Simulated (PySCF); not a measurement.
**I: excitation energy**

I [Kr] 4d10 5s2 5p5 (2P) → I [Kr] 4d10 5s1 5p6 (2S), as a difference of total energies. All numbers are calculated (PySCF 2.14, scalar relativity by spin-free X2C-1e, in x2c-QZVPPall with one added diffuse shell each of s, p, d, f type (14s10p8d5f1g, 128 functions)). Correlated levels: valence: [Kr] 4d10 frozen; valence and next inner shell: [Ar] 3d10 frozen. The calculations carry no spin-orbit coupling.

| method | excitation energy (eV) |
| --- | --- |
| UHF | 12.729 |
| LDA | 10.386 |
| PBE | 10.381 |
| PBE0 | 10.983 |
| r2SCAN | 10.767 |
| MP2 (valence) | 10.949 |
| SCS-MP2 (valence) | 10.751 |
| MP2 (valence and next inner shell) | 10.476 |
| SCS-MP2 (valence and next inner shell) | 10.349 |

Task: How much does correlation contribute at MP2 (valence and next inner shell)?

Result: 10.476 − (12.729) = -2.253 eV, measured against UHF.

A first-order spin-orbit estimate (lowest level to lowest level, LS coupling) adds 0.297 eV.

The upper state lies above the first ionisation limit, where it may autoionise and the basis confines it.
